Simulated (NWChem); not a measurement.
pyrimidine (C4H4N2); SMILES c1cncnc1

Program: NWChem. Pople sets run with spherical d functions. The geometry was optimised at PBE0/def2-SVP.

**Question.** Taking PBE/6-311++G** as the yardstick, which of these has the fewest basis functions while keeping “dipole (D)” within 0.05 D of it: PBE/6-31G*; PBE/6-311G**; PBE/6-31+G*; PBE/STO-3G; PBE/3-21G?

**Answer.** PBE/6-31+G* (a larger set in the list lies outside the tolerance).
```json
[
 {"level": "PBE/STO-3G", "basis functions": "34", "dipole (D)": "2.03"},
 {"level": "PBE/3-21G", "basis functions": "62", "dipole (D)": "2.28"},
 {"level": "PBE/6-31G*", "basis functions": "92", "dipole (D)": "2.19"},
 {"level": "PBE/6-31+G*", "basis functions": "116", "dipole (D)": "2.40"},
 {"level": "PBE/6-311G**", "basis functions": "132", "dipole (D)": "2.19"},
 {"level": "PBE/6-311++G**", "basis functions": "160", "dipole (D)": "2.39"}
]
```

The yardstick is one finite set, not the basis-set limit.
